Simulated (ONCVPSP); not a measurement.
**beryllium (Be): from the effect back to the setting (ONCV)**

Base potential:

ONCVPSP 4.0.1 input, shortened (lines: element, Z, core and valence counts, functional; n l f; lmax; l rc ep ncon nbas qcut; lloc lpopt rc5 dvloc0; l nproj debl; icmod fcfact rcfact), LDA (Perdew-Zunger), fully relativistic:

```
  Be 4.00    1    1        3      upf
    1    0    2.00
    2    0    2.00
    2
    0    1.40    0.00    5    8    5.30
    1    1.10    0.08    3    7    6.80
    2    1.35    0.16    5    8    6.20
    4    5    1.00    0.00
    0    2    0.40
    1    2    2.60
    2    2    3.40
    3    1.75    1.35
```

Open shells are filled in proportion to 2j + 1.

Cutoffs, loose and tight: the cutoffs (Ha) at which the residual kinetic energy of the hardest occupied pseudo-wave falls to 1 and 0.1 mHa per electron. They do not see the model core or the augmentation charge, which bear on the density cutoff. Test errors are all-electron minus pseudo excitation energies from the reference, over the configurations 2s1; 2s1.5; 2s1 2p1; 2s0 2p2; variants that change the core or the reference have their own tests.

Only the fcfact is moved:

| fcfact | cutoff, loose | cutoff, tight | bound ghosts | largest test error (meV) | median size of the test errors |
| --- | --- | --- | --- | --- | --- |
| 1.4 | 16 Ha | 73 Ha | s | +18 | 8.1 meV |
| 2.3 | 16 Ha | 73 Ha | s | +16 | 6.7 meV |
| 3.1 | 16 Ha | 73 Ha | s | +15 | 5.8 meV |
| 4.8 | 16 Ha | 73 Ha | s | +14 | 4.2 meV |
| 5.6 | 16 Ha | 73 Ha | s | +13 | 3.6 meV |
| 6.8 | 16 Ha | 73 Ha | s | +12 | 2.7 meV |
| 7.5 | 16 Ha | 73 Ha | s | +12 | 2.3 meV |

**Question.** One more run gave cutoff, loose: 16 Ha; cutoff, tight: 73 Ha; bound ghosts: s; largest test error (meV): +15; median size of the test errors: 5.1 meV. Which value of the fcfact was used?

**Answer.** 3.8. The median size of the test errors moves one way along this sweep, from 8.1 meV at 1.4 to 2.3 meV at 7.5, which places the run between 3.1 and 4.8.
